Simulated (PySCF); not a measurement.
SMILES C=CN(C)B(N)N, C₃H₁₀BN₃

Geometry (Å), atoms numbered from 1 in this order:
```xyz
17

C     2.170    1.156    0.473
C     1.085    0.957   -0.273
N     0.165   -0.059   -0.167
C     0.394   -1.018    0.891
B    -0.988   -0.149   -1.036
N    -2.117   -0.909   -0.647
N    -1.008    0.503   -2.289
H     2.800    2.007    0.287
H     2.474    0.510    1.276
H     0.847    1.673   -1.047
H    -0.304   -1.846    0.793
H     0.272   -0.560    1.879
H     1.409   -1.419    0.820
H    -2.935   -0.971   -1.226
H    -2.279   -1.222    0.291
H    -1.794    0.446   -2.909
H    -0.198    0.912   -2.715
```

The calculation used GIAO HF/pcSseg-1 magnetisability, rotational g tensor and spin-rotation constants, non-relativistic, gas phase in PySCF 2.14.0. Geometry: GFN2-xTB.

Problem. How diamagnetic is it, and how anisotropic?

Solution. Isotropic -1226 × 10⁻³⁰ J/T², or -73.8 × 10⁻⁶ cm³/mol; principal values -1350, -1179, -1150 × 10⁻³⁰ J/T², anisotropy 187 × 10⁻³⁰ J/T² (root of half the summed squared differences of the principal values). The susceptibility is in cgs units.

Problem. Split it along the inertial axes a, b, c into diamagnetic and paramagnetic parts about the centre of mass, with the quadrupole moment.

Solution. 
| axis | χ (10⁻⁶ cm³/mol) | diamagnetic (10⁻⁶ cm³/mol) | paramagnetic (10⁻⁶ cm³/mol) | summed x² of all electrons (Å²) | quadrupole Θ (D Å) |
| --- | --- | --- | --- | --- | --- |
| a | -69.9 | -381.5 | 311.6 | 160.5 | +2.36 |
| b | -70.5 | -741.3 | 670.8 | 75.7 | +6.80 |
| c | -81.1 | -1002.1 | 921.0 | 14.2 | -9.16 |

Anisotropies 2χaa − χbb − χcc = +11.9 and 2χbb − χaa − χcc = +9.9 × 10⁻⁶ cm³/mol. Θ is traceless in Buckingham's convention.

Problem. And the rotational g tensor?

Solution. 
| axis | rotational constant (GHz) | g | nuclear part | electronic part |
| --- | --- | --- | --- | --- |
| a | 4.4375 | -0.0118 | 0.6378 | -0.6496 |
| b | 1.8940 | -0.0068 | 0.5901 | -0.5969 |
| c | 1.3676 | +0.0079 | 0.5997 | -0.5917 |

Asymmetric top; isotopes 11B, 12C, 1H, 14N; no vibrational averaging.
